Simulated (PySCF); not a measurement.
Ge(F)2(Br)(Me) (CH₃BrF₂Ge), SMILES [Ge]([F])([F])([CH3])[Br].

Coordinates come from a TPSSh-D3(BJ)/def2-SVP optimisation.

Two levels are set side by side: PBE/def2-TZVP (PySCF) and M06-2X/def2-TZVP (PySCF). Same geometry, gas phase. Differences are taken from unrounded values.

| quantity | M06-2X |
|---|---|
| orbital gap (eV) | 10.49 |
| highest occupied level (eV) | -10.26 |
| lowest empty level (eV) | 0.22 |
| dipole moment (D) | 3.24 |
| mean polarisability (bohr³) | 56.5 |

**Question.** What does PBE give, and how far is it from M06-2X? (The exact figures need the calculation; the answer reports its results.)

**Answer.** 
```
quantity                       PBE  PBE minus M06-2X
---------------------------  -----  ----------------
orbital gap (eV)              5.72             -4.76
highest occupied level (eV)  -7.65              2.61
lowest empty level (eV)      -1.93             -2.15
dipole moment (D)             3.11             -0.13
mean polarisability (bohr³)   60.1               3.6
```

PBE's occupied levels lie high since its potential decays too fast outside the molecule; exact exchange lowers them and widens the gap. Loosely held outer electrons make PBE densities more polarisable. Differences between two approximate levels are no errors against the true value.

Rough cost on one machine, each run with all the roots and properties that it gave: M06-2X against PBE about 4 times.
